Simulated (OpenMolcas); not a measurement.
An OpenMolcas run meant for Tm IV (ANO-RCC-VQZP, DKH4; inactive shells 1s 2s 2p 3s 3p 3d 4s 4p 4d 5s 5p; intended active space 12 electrons in 7 orbitals (4f)). One step of its input:

```
&RASSCF
FileOrb=start.orb
Symmetry=1
Spin=3
nActEl=12 0 0
Inactive=15 12
Ras2=0 7
CIRoot=21 21 1
SDav=21
CIMx=300
Iter=5 100
PrWF=0.3
OrbListing=Nothing
MaxOrb=0
Atom
>>> COPY $Project.JobIph JOB001
```

Lines from the output:

```
...
      Natural orbitals and occupation numbers for root  3
      sym 2:   1.444819   1.993046   1.562135   1.562135   2.000000   1.444819   1.993046
::    RASSCF root number  1 Total energy: -13561.66627456
::    RASSCF root number  2 Total energy: -13561.66627456
::    RASSCF root number  3 Total energy: -13561.66627456
::    RASSCF root number  4 Total energy: -13561.66627456
::    RASSCF root number  5 Total energy: -13561.66627456
::    RASSCF root number  6 Total energy: -13561.66627456
::    RASSCF root number  7 Total energy: -13561.66627456
::    RASSCF root number  8 Total energy: -13561.66627456
::    RASSCF root number  9 Total energy: -13561.66627456
::    RASSCF root number 10 Total energy: -13561.66627456
::    RASSCF root number 11 Total energy: -13561.66627456
::    RASSCF root number 12 Total energy: -13561.62982759
                  YZ=  7.6225E-03              ZZ=  1.8403E-01
--
  Molden files will not be produced
      Average orbitals are written to the RASORB file
--- Stop Module: rasscf at  /rc=_RC_NOT_CONVERGED_ ---
.#######################.
.# Convergence problem #.
.#######################.
```

Problem. What is wrong with the input?

Solution. The iteration limit is far too low, so the equations stop before they converge.
